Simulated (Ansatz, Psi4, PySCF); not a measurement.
Noncovalent pair: CH4 (SMILES C) (first 5 atoms) with C2H6O (SMILES COC); geometry from B3LYP-D3(BJ)/def2-TZVP.
(charge 0, multiplicity 1):
```
atom    x (Å)    y (Å)    z (Å)
----  -------  -------  -------
C      0.1001   0.0483  -0.3766
H      1.1471   0.2851  -0.5645
H     -0.5087   0.4342  -1.1935
H     -0.0194  -1.0335  -0.3196
H     -0.2139   0.5011   0.5626
C      1.1056   0.2348   3.2649
O     -0.2792   0.4601   3.1201
C     -1.0341  -0.7240   3.2510
H      1.4808  -0.4563   2.4990
H      1.3416  -0.1793   4.2540
H      1.6059   1.1954   3.1523
H     -0.7565  -1.4622   2.4875
H     -2.0825  -0.4584   3.1240
H     -0.8962  -1.1784   4.2410
```

Counterpoise-corrected where a basis set is named; no monomer relaxation. Rows marked so take none.

Correlated levels freeze the cores. Rows in 6-311+G**, 6-31G* carry no dispersion term and start afresh at each structure (6-31G* with six Cartesian d functions).

Programs: Ansatz (Gaussian orbitals); Psi4 for SAPT; PySCF for 6-311+G** rows, 6-31G* rows, M06-2X, the dispersion terms. Each number belongs to the level named beside it.

```tsv
level	interaction energy (kcal/mol)
HF/6-31G* (no counterpoise)	-0.18
PBE-D4/def2-TZVPPD	-1.45
BLYP-D3(BJ)/def2-TZVPPD	-1.11
B3LYP/6-311+G** (no counterpoise)	0.13
PBE0-D3(BJ)/def2-TZVPPD	-1.38
M06-2X/def2-TZVPPD	-1.16
B2PLYP/def2-TZVPPD	-0.35
CCSD/aug-cc-pVDZ	-0.83
SAPT0/jun-cc-pV(D+d)Z	(withheld)
```

### Question
Fill in the missing entries.

### Answer

- SAPT0/jun-cc-pV(D+d)Z, interaction energy (kcal/mol): -0.73

Ansatz is a first-principles code.
